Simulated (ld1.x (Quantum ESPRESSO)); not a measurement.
Values are calculated unless marked as measured or tabulated.
## Hardness and transferability of assorted potentials

Generated with ld1.x 7.5 (TM, RRKJ, ultrasoft, PAW), atompaw 4.2 or ONCVPSP 4.0.1. The cutoff is in Ry: for ld1.x and atompaw files where the sum of valence levels is converged to 10 mRy in a Bessel basis, for ONCV files where the hardest occupied wave has 1 mHa per electron of residual kinetic energy. The error is the largest all-electron minus pseudo excitation energy over each file’s own four to seven test configurations (ionisations up to +4, promotions, holes and added fractions of an electron), all of which were solved. The labels leave out finer settings (local radius, basis sizes, second energies), which also bear on the numbers. Spin-polarised tests are not counted. The rows are a selection from randomly drawn settings: files with unsolved tests, undetermined cutoffs or missed reference levels are left out.

A true bound ghost makes a file unfit for plane-wave use even where its test errors are small: the radial tests pick states by their node count and pass the ghost by.

```csv
element,potential,cutoff (Ry),largest error (meV),bound ghosts
F,"PAW, PBE, scalar-relativistic, rc 0.75/1.20 (sp), local smoothed, core correction yes, reference 2s2 2p3",55,+10,none
Te,"PAW, Wu–Cohen, scalar-relativistic, rc 2.00/2.35/1.05/1.90 (spdf), local smoothed, core correction yes, reference 4d10 5s1.5 5p4.5",140,-81,none
I,"TM, LDA (PZ), fully relativistic, rc 1.70/1.90/1.30 (spd), local s, core correction yes, reference 4d10 5s2 5p5",110,-524,none
Os,"ultrasoft, PBEsol, scalar-relativistic, rc 2.90/3.10/2.45 (spd), local smoothed, core correction no, reference 5d6 6s2 6p0",18,+49,none
```

Problem. Fill in the row for Ge: ultrasoft, LDA (PZ), scalar-relativistic, rc 1.80/2.00/1.95 (spd), local smoothed, core correction yes, reference 4s2 4p2.

Solution. cutoff 8 Ry, largest error -274 meV, bound ghosts: d.

Problem. Fill in the row for Cr: RRKJ, PBEsol, non-relativistic, rc 1.10/1.45/2.20/2.25 (spdf), local d, core correction no, reference 3s2 3p6 3d5 4s0 4p0.

Solution. cutoff 90 Ry, largest error -534 meV, bound ghosts: none.

Problem. Fill in the row for Mn: TM semilocal, PBE, scalar-relativistic, rc 2.20/3.55/1.10 (spd), local s, core correction yes, reference 3d5 4s2 4p0.

Solution. cutoff 160 Ry, largest error -270 meV, bound ghosts: none.
